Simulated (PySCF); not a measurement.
# How methods differ on the ionisation energy of Sr

Sr [Kr] 5s2 (1S) → Sr⁺ [Kr] 5s1 (2S), as a difference of total energies. Computed with PySCF 2.14 in aug-cc-pwCVTZ-X2C, with the spin-free X2C one-electron Hamiltonian (Gaussian nucleus). Correlated levels: valence: [Kr] frozen; valence and next inner shell: [Ar] 3d10 frozen. The calculations carry no spin-orbit coupling.

Task: Order these methods by the ionisation energy they give, lowest first.
A. LC-wPBE
B. PBE0
C. wB97X-V
D. LDA

Result: A (5.432 eV), C (5.544 eV), B (5.615 eV), D (5.870 eV).

Errors of the correlated levels include the incompleteness of this basis and the frozen core.

For comparison: 5.695 eV (measured; NIST Atomic Spectra Database, ionization energies).
